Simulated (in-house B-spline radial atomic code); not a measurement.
# Ionising Xe VIII (Xe7+) with different functionals

Computed with an all-electron radial atomic-structure program (B-spline basis): non-relativistic Hamiltonian, point nucleus, spin-polarised at highest spin, spherical fractional occupations for the functionals, and exact exchange of hybrids averaged over the configuration. The ionisation energy is the difference of two self-consistent energies, [Kr] 4d10 5s1 → [Kr] 4d10, without Breit or QED terms; ε is the level of the shell that loses the electron (its least bound occupied spin orbital). There is no spin-orbit coupling in this Hamiltonian.

```csv
method,rung,ΔSCF (eV),-ε(5s) (eV)
PBE0,global hybrid,102.85,98.14
B3LYP,global hybrid,103.45,98.27
TPSSh,global hybrid,102.55,97.07
M06-2X,global hybrid,102.50,99.22
BHandHLYP,global hybrid,102.79,99.49
r2SCAN0,global hybrid,102.26,98.20
B97-1,global hybrid,102.54,97.55
HSE06,range-separated hybrid,102.90,97.84
wB97X,range-separated hybrid,101.77,100.43
CAM-B3LYP,range-separated hybrid,103.42,100.05
LC-wPBE,range-separated hybrid,102.94,101.32
```

Among the functionals, which spreads more, the ΔSCF values or the orbital energies?

The orbital energies: ΔSCF values span about 1.68 eV and the orbital energies 4.25 eV.

How do they compare with the NIST value?

NIST lists 105.978 eV ± 0.0025 (measured, ground level to ground level). Errors run from -4.21 to -2.53 eV. The correlated functionals all miss on the same side by more than they spread, so the cause is common to them (relativity, Breit-QED terms, or a listed next ion that isn't the cheapest removal here) and closeness doesn't rank the functionals.
